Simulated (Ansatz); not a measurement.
V₂N₂ (the lowest singlet isomer of a short search). Charge 0, multiplicity 1. Geometry PBE-D4/def2-SVP, basis def2-TZVP, Ansatz.

```csv
atom,x (Å),y (Å),z (Å)
V1,-0.207,-0.962,-0.685
V2,-0.414,-0.275,1.092
N3,-0.335,0.884,-0.381
N4,0.956,0.353,-0.025
```

| run | HOMO (eV) | LUMO (eV) |
| --- | --- | --- |
| A | -4.11 | -2.56 |
| B | -7.07 | 0.04 |
| C | -4.10 | -3.26 |
| D | -6.87 | -0.14 |

LC-ωPBE has ω = 0.4 bohr⁻¹. The order of the spin states hangs on the level: the quintet lies 0.33 eV below the singlet at LC-ωPBE/def2-TZVP, but 0.46 eV above it at r2SCAN-D4/def2-TZVP. The quintet is doubtful at LC-ωPBE/def2-TZVP (⟨S²⟩ 6.75, where a pure state has 6.00). The structure comes from a short search, and lower isomers may exist.

Question: The runs used LC-ωPBE, LDA (SPW92), r2SCAN, ωB97X-V. Estimate which is which.

Answer: A r2SCAN (0 % exact exchange); B LC-ωPBE (range-separated); C LDA (SPW92) (0 % exact exchange); D ωB97X-V (range-separated). Exact exchange lowers occupied and raises empty levels; among semilocal functionals meta-GGAs tend to open the gap a little, and such runs are hard to tell apart. The gap grows from 0.84 eV (LDA (SPW92)) to 7.11 eV (LC-ωPBE).
